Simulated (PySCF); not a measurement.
(E)-2-chloro-1,3,3-trifluoroprop-1-ene (C3H2ClF3), SMILES Cl/C(C(F)F)=C/F. Coordinates come from a B3LYP-D3(BJ)/def2-SVP optimisation. The values are those of a single conformer.

Computed equilibrium geometry at B3LYP-D3(BJ)/def2-SVP (PySCF confirms it by a frequency run) as bond lengths and angles (one conformer of several):
Atoms: F1 C2 C3 Cl4 C5 F6 F7 H8 H9. Bonded distances (Å): F1–C2 1.325, C2–C3 1.338, C2–H8 1.094, C3–Cl4 1.742, C3–C5 1.508, C5–F6 1.351, C5–F7 1.359, C5–H9 1.105. Bond angles (°): F1–C2–C3 123.7, F1–C2–H8 113.8, C3–C2–H8 122.5, C2–C3–Cl4 118.9, C2–C3–C5 127.5, Cl4–C3–C5 113.6, C3–C5–F6 111.2, C3–C5–F7 110.0, C3–C5–H9 110.6, F6–C5–F7 108.1, F6–C5–H9 108.9, F7–C5–H9 107.9.
Charge 0, spin multiplicity 1.
